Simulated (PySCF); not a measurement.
Compound: 3-tert-butylpyridine, C9H13N.
SMILES with atom numbers: `[CH3:1][C:2]([CH3:3])([CH3:4])[c:5]1[cH:6][cH:7][cH:8][n:9][cH:10]1` (hydrogens: H11, H12, H13 on C1; H14, H15, H16 on C3; H17, H18, H19 on C4; H20 on C6; H21 on C7; H22 on C8; H23 on C10)

A GFN2-xTB structure was refined with PySCF 2.14.0, PBE0-D3(BJ)/def2-SVP geometry optimisation, gas phase. Its GFN2-xTB values:

```tsv
coordinate	GFN2-xTB
C1–C2	1.531 Å
C1–H11	1.088 Å
C2–C5	1.518 Å
C5–C6	1.390 Å
C5–C10	1.396 Å
C6–C7	1.386 Å
C6–H20	1.079 Å
C7–C8	1.384 Å
C7–H21	1.080 Å
C8–N9	1.322 Å
C8–H22	1.082 Å
N9–C10	1.319 Å
C10–H23	1.082 Å
C1–C2–C3	108.4°
C1–C2–C5	112.3°
C2–C5–C10	120.2°
C3–C2–C5	108.9°
C5–C10–N9	124.7°
C6–C7–C8	118.6°
C7–C8–N9	122.6°
C8–N9–C10	118.3°
```

Task: How do these coordinates change at the PBE0-D3(BJ)/def2-SVP level?

Result: 
| coordinate | PBE0-D3(BJ)/def2-SVP (Å or °) | change |
| --- | --- | --- |
| C10–H23 | 1.097 | +0.015 |
| C8–H22 | 1.096 | +0.014 |
| C1–H11 | 1.101 | +0.013 |
| C7–H21 | 1.092 | +0.012 |
| C6–H20 | 1.091 | +0.012 |
| C5–C10 | 1.405 | +0.009 |
| C2–C5 | 1.527 | +0.009 |
| C8–N9 | 1.331 | +0.009 |
| N9–C10 | 1.327 | +0.008 |
| C6–C7 | 1.394 | +0.008 |
| C7–C8 | 1.391 | +0.007 |
| C5–C6 | 1.397 | +0.007 |
| C1–C2 | 1.529 | -0.002 |
| C1–C2–C5 | 111.8 | -0.5 |
| C8–N9–C10 | 118.0 | -0.3 |
| C3–C2–C5 | 109.2 | +0.3 |
| C5–C10–N9 | 124.8 | +0.1 |
| C7–C8–N9 | 122.8 | +0.2 |
| C6–C7–C8 | 118.6 | 0.0 |
| C2–C5–C10 | 120.3 | +0.1 |
| C1–C2–C3 | 108.5 | +0.1 |

The energy falls by 5.7 kJ/mol over 4 energy and gradient evaluations, the largest force component goes from 0.0105 to 3.7e-04 Eh/bohr, and the atoms move by 0.023 Å rms after alignment. Among the bonds, C3–H14, C3–H15, C4–H18, C4–H19, C8–H22 and C10–H23 change most and about equally (+0.014 to +0.015 Å). Bonds longer at the end by more than 0.005 Å: 20 of 23; shorter: 0. Rotational constants go from 2617, 974.0, 840.5 to 2596, 964.1, 831.5 MHz.

The run used 205 basis functions and 31 SCF cycles in all. The run took 93 s of wall time on Intel Xeon Platinum 8375C at 2.90 GHz, one thread, no GPU (shared host), and the process peaked at 0.94 GiB of memory.

PBE0-D3(BJ)/def2-SVP frequencies: not computed here.

The values belong to the conformer `[CH3:1][C:2]([CH3:3])([CH3:4])[c:5]1[cH:6][cH:7][cH:8][n:9][cH:10]1`: C1–C2–C5–C6 0°.
